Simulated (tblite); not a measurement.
Isomers of C6H13BNP. Computed with GFN2-xTB (tblite): harmonic, unscaled wavenumbers at the GFN2-xTB geometry, gas phase. Against measured fundamentals such values can be off by several per cent, at times by over 20. Modes of hydrogen on boron and phosphorus can be 10 to 20 % off. One conformer each.

Electronic energies: GFN2-xTB at the same geometries; isomer energies are rough at this level and their order can be wrong.

| SMILES | electronic energy, lowest = 0 (kJ/mol) |
| --- | --- |
| CC[P@H+]([BH2-]C#N)C1CC1 | 46.4 |
| C[C@@H]1CC[P@+]1(C)[BH2-]C#N | 0.0 |
| C[P+](C)([BH2-]C#N)C1CC1 | 34.5 |

How do GFN2-xTB zero-point energies change the relative energies?

```csv
SMILES,ZPE (kJ/mol),of it from modes above 1550 cm⁻¹,electronic (kJ/mol),"with ZPE, lowest = 0 (kJ/mol)",lowest mode (cm⁻¹),rings
C[C@@H]1CC[P@+]1(C)[BH2-]C#N,465.9,240.7,0.0,0.0,50,1
C[P+](C)([BH2-]C#N)C1CC1,461.0,243.0,34.5,29.5,39,1
CC[P@H+]([BH2-]C#N)C1CC1,461.6,238.3,46.4,42.0,39,1
```

The zero-point energies span 4.9 kJ/mol, from `C[P+](C)([BH2-]C#N)C1CC1` to `C[C@@H]1CC[P@+]1(C)[BH2-]C#N`. The order is unchanged.

What do entropy and thermal enthalpy add at 298.15 K and 1 bar (rigid rotor, harmonic oscillator, one conformer each)?

```
                      SMILES  point group  symmetry number  S (J/(mol K))  H − H(0) (kJ/mol)  ZPE + H − H(0) − TS (kJ/mol)
C[C@@H]1CC[P@+]1(C)[BH2-]C#N           C1                1          446.0              33.76                         366.7
    C[P+](C)([BH2-]C#N)C1CC1           C1                1          456.8              34.99                         359.8
    CC[P@H+]([BH2-]C#N)C1CC1           C1                1          456.2              34.05                         359.6
```
